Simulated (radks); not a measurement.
Numerical settings for the barium ion Ba39+, [Ne] 3s2 3p5. Calculated with a radial shooting solver on a logarithmic mesh with Libxc functionals: Dirac Kohn-Sham, PBE, spin-unpolarised, spherical densities, finite nucleus; open shells fill j = l - 1/2 first; Fermi nuclear charge, rms radius 4.8378 fm. The defaults (mesh step 0.008 in ln r, mesh end at 40 bohr or more with all orbitals vanishing there, Anderson mixing 0.5 over 9 steps, residual threshold near 1e-9 with the energy settled to 1e-9 hartree or 1e-11 of itself, here a cap of 54 iterations) give E = -6861.1055 hartree and 3p3/2 at -2864.0 eV in 13 iterations. Run on one thread of a shared host, so times are rough (Intel(R) Xeon(R) 6975P-C): 0.04 s of CPU time, 0.04 s wall, 13 iterations on 2189 mesh points. Changes against that run (0 stands for a change within the tolerance of the run):

setting	iterations	converged	E (mhartree)	e(3p3/2) (meV)	CPU (s)
mesh step in ln r 0.012	13	yes	0	0	0.03
mesh step in ln r 0.12	54	no	diverged	-	0.08
mesh step in ln r 0.003	13	yes	0	0	0.1
mesh end (bohr) 8	13	yes	0	0	0.04
mesh end (bohr) 20	13	yes	0	0	0.04
residual threshold 0.01	7	yes	0	+0.0448	0.03
residual threshold 1e-05	8	yes	0	+0.148	0.03
mixing 2.5	17	yes	0	0	0.05
linear mixing, mixing 0.5	32	yes	0	0	0.08
linear mixing, mixing 0.05	54	no	+64.6	-4.07e+04	0.16
mixing history 2	23	yes	0	0	0.06
iteration cap 8	8	no	0	+0.0786	0.03

No run marked as converged misses the energy by more than 1 mhartree. A mesh that ends early acts as a hard wall.
